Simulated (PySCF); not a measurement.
Si(H)(F)(Br)(vinyl) (C₂H₄BrFSi), SMILES C=C[SiH](F)Br.

The structure is a stationary point at PBE0-D3(BJ)/def2-SVP. This is a generated structure with no PubChem entry under its InChIKey; it may be hypothetical. Other conformers were not sampled.

Calculation: PBE0-D3(BJ)/def2-SVP in PySCF.

Frequencies are harmonic and unscaled.

### Question
Give all harmonic wavenumbers and intensities. (The exact figures need the calculation; the answer reports its results.)

### Answer

```
mode  ν (cm⁻¹)  IR (km/mol)    moving atoms (share of kinetic energy)
----  --------  -----------  ----------------------------------------
1           79          0.1          C 50 %, H 26 %, Br 11 %, Si 10 %
2          144          0.2   C 32 %, H 25 %, F 22 %, Si 12 %, Br 8 %
3          190          5.6                    F 43 %, C 31 %, H 17 %
4          228          2.6  F 43 %, Br 23 %, H 13 %, C 12 %, Si 10 %
5          385         12.5           Si 36 %, C 25 %, H 22 %, Br 9 %
6          455         57.6  Si 43 %, C 20 %, H 15 %, Br 12 %, F 10 %
7          538         57.7                   H 53 %, C 26 %, Si 18 %
8          695         26.4                   C 44 %, H 29 %, Si 24 %
9          813        274.6                           H 84 %, Si 11 %
10         818         38.9                            H 77 %, F 17 %
11         911        135.1                   F 42 %, Si 41 %, H 15 %
12        1007         21.5                            H 79 %, C 15 %
13        1012         25.4                            H 72 %, C 27 %
14        1036         15.3                                    H 93 %
15        1270          1.1                            H 71 %, C 28 %
16        1416         21.4                            H 85 %, C 15 %
17        1683         17.2                            C 86 %, H 13 %
18        2289        106.3                                    H 97 %
19        3149          6.5                                    H 95 %
20        3177          0.4                             H 91 %, C 9 %
21        3251          1.1                            H 89 %, C 11 %
```
